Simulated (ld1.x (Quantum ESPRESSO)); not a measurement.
# What one change does to a pseudopotential (hafnium, RRKJ)

hafnium (Hf), norm-conserving RRKJ (Kleinman–Bylander form), made with ld1.x (Quantum ESPRESSO) 7.5 (PBE, scalar-relativistic). Core [Xe] 4f14, reference 5d2 6s2 6p0. Waves: 6p (bound, empty): rc 4.00 bohr; 5d (bound): rc 2.90 bohr; 6s (bound): rc 3.15 bohr. Local part: the s channel. Core correction: a·sin(br)/r model core, default radius (core density twice the valence density). rho0 = 0.02.

All-electron outer shells of the reference configuration (PBE, scalar-relativistic, ld1.x):

```csv
shell,level (eV),outermost node (bohr),outermost maximum (bohr)
5p,-35.57,0.60,1.16
4f,-16.83,–,0.45
6s,-5.11,1.37,2.89
5d,-2.69,0.67,1.69
6p,-1.40,1.66,4.05
```

Change: local potential the p channel.

Cutoffs: the cutoffs (Ry, on a coarse ladder) from which the occupation-weighted sum of valence levels, in a spherical-Bessel basis at the reference potential, stays within 10 and 1 mRy of its value at 400 Ry; they do not see the model core or the augmentation charge, which bear on the density cutoff. Errors are all-electron minus pseudo energies relative to the spin-unpolarised reference configuration.

Task: How do hardness, ghosts and transferability respond?

Result: The potential gets neither clearly harder nor softer (18 Ry and 18 Ry → 18 Ry and 18 Ry); the d channel sets the loose cutoff, while the largest relative change is in s, which becomes harder; of the 7 tests that both files solve, the error grows in 2 and shrinks in 4 by more than 15 % and 0.3 meV (median size 49.8 → 37.8 meV); neither file shows a bound ghost.

| quantity | base | changed |
| --- | --- | --- |
| cutoff, loose | 18 Ry | 18 Ry |
| cutoff, tight | 18 Ry | 18 Ry |
| loose cutoff by channel (10 mRy a level) | d 15 Ry, s 6 Ry | s 12 Ry, d 15 Ry |
| bound ghosts | none | none |
| error for 5d2 6s1 6p0, meV [ΔE 7.98 eV] | -7.7 | -8.0 |
| error for 5d2 6s0 6p0, meV [ΔE 22.16 eV] | -54 | -77 |
| error for 5d1 6s0 6p0, meV [ΔE 43.95 eV] | -269 | -392 |
| error for 5d1 6s2 6p0, meV [ΔE 6.50 eV] | -27 | -5.6 |
| error for 5d2 6s0 6p2, meV [ΔE 7.86 eV] | -50 | -39 |
| error for 5d2 6s0 6p1, meV [ΔE 12.65 eV] | -42 | -35 |
| error for 5d1 6s2 6p1, meV [ΔE 1.96 eV] | -66 | -38 |
| s: phases at 4.34 bohr within 0.05 rad from the reference energy up to (Ry; the scan ends near 5) | 0.8 | 0.5 |
| p: phases at 4.34 bohr within 0.05 rad from the reference energy up to (Ry; the scan ends near 5) | 1.4 | 1.2 |
| d: phases at 4.34 bohr within 0.05 rad from the reference energy up to (Ry; the scan ends near 5) | 0.5 | 0.3 |
